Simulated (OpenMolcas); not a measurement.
An atom or ion with 15 electrons was computed by SS-RASPT2, IPEA 0.25 Eh, imaginary shift 0.1 Eh with spin-orbit coupling (OpenMolcas, ANO-RCC-VTZP, DKH2). The lowest levels that the run gave, each within 12 % of the measured value where one is at hand:

```tsv
J	Parity	E (cm-1)	g
3/2	odd	0.0	2.002
3/2	odd	15550	0.801
5/2	odd	15570	1.200
1/2	odd	25660	0.666
3/2	odd	25680	1.333
5/2	even	79340	1.601
3/2	even	79670	1.735
1/2	even	79860	2.670
3/2	even	100250	0.800
5/2	even	100260	1.201
```

Problem. Which ion is it, and what are the configurations and terms?

Solution. S⁺ (Z = 16, charge +1; active space 5 electrons in 9 orbitals (RAS2 3s 3p; RAS3 3d, at most 2 electrons)). J, parity and g give the terms where levels are pure, and mixed ones are named by the computed weights; the size of the splittings, set against known spectra of the 15-electron sequence, gives the charge. In order, with the measured energies in cm-1 (NIST Handbook of Basic Atomic Spectroscopic Data): 3s2 3p3 4S* 3/2, 3s2 3p3 2D* 3/2 (14853), 3s2 3p3 2D* 5/2 (14885), 3s2 3p3 2P* 1/2 (24525), 3s2 3p3 2P* 3/2 (24572), 3s 3p4 4P 5/2 (79395), 3s 3p4 4P 3/2 (79757), 3s 3p4 4P 1/2 (79963), 3s 3p4 2D 3/2 (97891), 3s 3p4 2D 5/2 (97919).

CASPT2 breaks the degeneracy within a term, and the mean is taken; among the terms shown or strongly mixed into the levels shown the widest spread is 49 cm-1 (3s 3p4 2D). The run also gave levels led by 3s2 3p2 3d, which use shells meant for correlation; these and all levels above them are left out. Some terms mix strongly with configurations of 3d, whose occupation reaches 0.36 (3s 3p4 4P, 3s 3p4 2D). Computed and measured levels are paired by configuration, term and J; levels that our copy of the source lacks, or whose pairing is in doubt (as where it misses far off the trend of its configuration), stay unpaired and out of the deviations. Levels of configurations outside the active space are missing.

* marks odd parity.
